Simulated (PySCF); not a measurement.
CH3ClFNSi2, SMILES F[Si@]1(Cl)N=C[SiH2]1.

Geometry: PBE-D3(BJ)/def2-SVP. The structure was generated by enumeration; whether it is a known compound was not checked.

Computed with TDA-PBE0/def2-SVPD (PySCF).

Vertical excitations. Isolated molecule, no solvent.

Computed UV-visible absorptions:
```
state  energy (eV)  λ (nm)      f                                                                 main pairs
-----  -----------  ------  -----  -------------------------------------------------------------------------
S1            3.76     330  0.000                                                             HOMO→LUMO 99 %
S2            5.24     237  0.000                                                           HOMO−1→LUMO 93 %
S3            5.32     233  0.002                                                           HOMO→LUMO+1 95 %
S4            5.67     219  0.004                                                           HOMO→LUMO+2 96 %
S5            6.18     200  0.004                                                           HOMO→LUMO+3 90 %
S6            6.74     184  0.013                                                           HOMO→LUMO+4 81 %
S7            6.78     183  0.050                                       HOMO−2→LUMO 44 %, HOMO−1→LUMO+1 34 %
S8            6.92     179  0.080  HOMO−2→LUMO 33 %, HOMO−1→LUMO+1 20 %, HOMO−3→LUMO 14 %, HOMO−1→LUMO+2 6 %
S9            6.98     178  0.041                                                         HOMO−1→LUMO+2 79 %
S10           7.09     175  0.019                                                           HOMO−3→LUMO 75 %
T1            2.94     421      0                                                             HOMO→LUMO 97 %
T2            4.71     263      0      HOMO−2→LUMO 47 %, HOMO−5→LUMO 20 %, HOMO−4→LUMO 20 %, HOMO−3→LUMO 8 %
T3            4.95     251      0                                                           HOMO−1→LUMO 83 %
T4            5.08     244      0                                                           HOMO→LUMO+1 87 %
```
Triplets are in the Tamm–Dancoff approximation.
